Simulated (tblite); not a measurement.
Compound: C5H10NO (doublet state).
Atom-mapped SMILES: `[CH:1]1[CH2:2][CH2:3][CH2:4][O:5][CH2:6][NH:7]1` (hydrogens: H8 on C1; H9, H10 on C2; H11, H12 on C3; H13, H14 on C4; H15, H16 on C6; H17 on N7)

Computed with GFN2-xTB (tblite), gas phase: L-BFGS steps from a force-field or distance-geometry start until the largest atomic force falls under 0.01 eV/Å.

Step 20: E = -618.3649 eV
```
atom  x, y, z in Å  |  force x, y, z in eV/Å
C1     -1.0805   -1.2283    0.1224    0.014   0.003   0.007
C2      0.2872   -1.3091   -0.4444    0.033   0.009   0.009
C3      1.3306   -0.4658    0.3287   -0.005  -0.006  -0.004
C4      1.1931    1.0402    0.0911    0.001  -0.036  -0.001
O5     -0.0389    1.5990    0.4972    0.020  -0.017  -0.004
C6     -1.1552    1.1889   -0.2616    0.010   0.025   0.005
N7     -1.7797   -0.0239    0.1787   -0.010   0.000  -0.027
H8     -1.4343   -2.0035    0.7767   -0.018   0.005   0.025
H9      0.3026   -0.9854   -1.4927    0.007  -0.011   0.014
H10     0.6040   -2.3530   -0.4131   -0.008   0.010  -0.041
H11     2.3316   -0.7587    0.0022   -0.012   0.012   0.041
H12     1.2411   -0.6721    1.3975   -0.017   0.002  -0.025
H13     1.3549    1.2559   -0.9778    0.001  -0.002   0.021
H14     1.9481    1.5724    0.6775   -0.026   0.011  -0.041
H15    -1.8846    2.0004   -0.1771   -0.021  -0.002   0.010
H16    -0.8692    1.0701   -1.3172    0.011   0.008   0.003
H17    -2.3577    0.0849    1.0020    0.022  -0.011   0.011
```

Step 21: E = -618.3653 eV
```
atom  x, y, z in Å  |  force x, y, z in eV/Å
C1     -1.0789   -1.2284    0.1233   -0.005   0.006   0.005
C2      0.2879   -1.3086   -0.4454    0.022   0.010   0.016
C3      1.3300   -0.4663    0.3290    0.005   0.006   0.008
C4      1.1944    1.0395    0.0895   -0.015  -0.030   0.002
O5     -0.0378    1.5990    0.4949    0.016  -0.016   0.022
C6     -1.1561    1.1887   -0.2613    0.029   0.029   0.009
N7     -1.7800   -0.0247    0.1777   -0.002  -0.001  -0.018
H8     -1.4322   -2.0031    0.7785   -0.015   0.005   0.022
H9      0.3025   -0.9823   -1.4923    0.005  -0.012  -0.001
H10     0.6042   -2.3525   -0.4164   -0.003   0.003  -0.040
H11     2.3318   -0.7612    0.0079   -0.001   0.013   0.028
H12     1.2366   -0.6703    1.3975   -0.018  -0.002  -0.010
H13     1.3544    1.2540   -0.9796    0.013  -0.001   0.016
H14     1.9493    1.5729    0.6760   -0.036   0.001  -0.055
H15    -1.8847    2.0005   -0.1737   -0.021  -0.006   0.003
H16    -0.8703    1.0708   -1.3164    0.005   0.010  -0.022
H17    -2.3583    0.0840    1.0008    0.020  -0.014   0.014
```

Step 22: E = -618.3657 eV
```
atom  x, y, z in Å  |  force x, y, z in eV/Å
C1     -1.0772   -1.2284    0.1244   -0.019   0.008   0.002
C2      0.2890   -1.3079   -0.4461   -0.001   0.004   0.013
C3      1.3295   -0.4667    0.3295    0.012   0.010   0.019
C4      1.1955    1.0382    0.0878   -0.027  -0.013   0.003
O5     -0.0364    1.5986    0.4931    0.003  -0.013   0.042
C6     -1.1565    1.1889   -0.2608    0.036   0.022   0.009
N7     -1.7805   -0.0256    0.1763    0.010   0.001  -0.004
H8     -1.4300   -2.0028    0.7808   -0.009   0.011   0.014
H9      0.3026   -0.9793   -1.4920    0.002  -0.008  -0.013
H10     0.6045   -2.3518   -0.4207    0.004  -0.006  -0.033
H11     2.3320   -0.7637    0.0147    0.016   0.011   0.013
H12     1.2315   -0.6684    1.3974   -0.019  -0.006   0.013
H13     1.3542    1.2520   -0.9812    0.020  -0.004   0.003
H14     1.9501    1.5734    0.6733   -0.033  -0.005  -0.054
H15    -1.8852    2.0006   -0.1701   -0.014  -0.010  -0.003
H16    -0.8715    1.0720   -1.3159    0.000   0.014  -0.036
H17    -2.3585    0.0829    0.9997    0.019  -0.016   0.012
```

Step 23: E = -618.3661 eV
```
atom  x, y, z in Å  |  force x, y, z in eV/Å
C1     -1.0757   -1.2284    0.1256   -0.023   0.006  -0.004
C2      0.2901   -1.3071   -0.4468   -0.022  -0.006   0.004
C3      1.3292   -0.4671    0.3304    0.013   0.005   0.025
C4      1.1962    1.0367    0.0861   -0.031   0.005   0.001
O5     -0.0350    1.5978    0.4920   -0.013  -0.008   0.048
C6     -1.1564    1.1896   -0.2603    0.027   0.007   0.003
N7     -1.7809   -0.0263    0.1748    0.021   0.005   0.010
H8     -1.4277   -2.0024    0.7834   -0.002   0.020   0.006
H9      0.3026   -0.9764   -1.4918   -0.001  -0.002  -0.018
H10     0.6049   -2.3511   -0.4259    0.008  -0.011  -0.022
H11     2.3325   -0.7661    0.0220    0.029   0.010   0.000
H12     1.2257   -0.6664    1.3977   -0.017  -0.009   0.034
H13     1.3545    1.2499   -0.9828    0.017  -0.008  -0.011
H14     1.9504    1.5737    0.6693   -0.018  -0.004  -0.040
H15    -1.8859    2.0006   -0.1664   -0.002  -0.014  -0.008
H16    -0.8729    1.0737   -1.3161   -0.004   0.021  -0.034
H17    -2.3584    0.0815    0.9989    0.019  -0.015   0.007
```

Q: Estimate the geometry and energy of step 24. (The exact step hangs on the optimiser's Hessian estimate; all steps are aligned on step 23, rigid shifts and turns removed.)

A: E = -618.3665 eV, largest force 0.045 eV/Å
```
atom  x, y, z in Å  |  force x, y, z in eV/Å
C1     -1.0747   -1.2284    0.1266   -0.016   0.000  -0.014
C2      0.2908   -1.3065   -0.4474   -0.029  -0.013  -0.008
C3      1.3290   -0.4675    0.3317    0.006  -0.006   0.022
C4      1.1963    1.0353    0.0844   -0.023   0.015   0.000
O5     -0.0340    1.5968    0.4920   -0.024  -0.005   0.036
C6     -1.1559    1.1904   -0.2598    0.007  -0.009  -0.005
N7     -1.7810   -0.0268    0.1735    0.028   0.008   0.020
H8     -1.4255   -2.0019    0.7861    0.002   0.025   0.000
H9      0.3027   -0.9737   -1.4918   -0.004   0.003  -0.014
H10     0.6055   -2.3506   -0.4312    0.008  -0.012  -0.009
H11     2.3334   -0.7681    0.0289    0.029   0.011  -0.006
H12     1.2199   -0.6648    1.3987   -0.012  -0.009   0.042
H13     1.3551    1.2478   -0.9844    0.004  -0.013  -0.019
H14     1.9505    1.5740    0.6647    0.002   0.002  -0.018
H15    -1.8866    2.0003   -0.1633    0.008  -0.014  -0.011
H16    -0.8744    1.0757   -1.3168   -0.005   0.026  -0.018
H17    -2.3580    0.0800    0.9982    0.019  -0.010   0.002
```

The energy changes by -0.0004 eV. The first-order estimate −F·Δx gives -0.0005 eV and the mean of the old and new forces, exact on a quadratic surface, -0.0004 eV. The step makes an angle of 73° with the force vector and moves no atom by more than 0.007 Å.

What follows is the cost of the whole relaxation. Time: 0.17 s. Hardware: an Arm Neoverse V2 with one thread, no GPU, on a shared host.
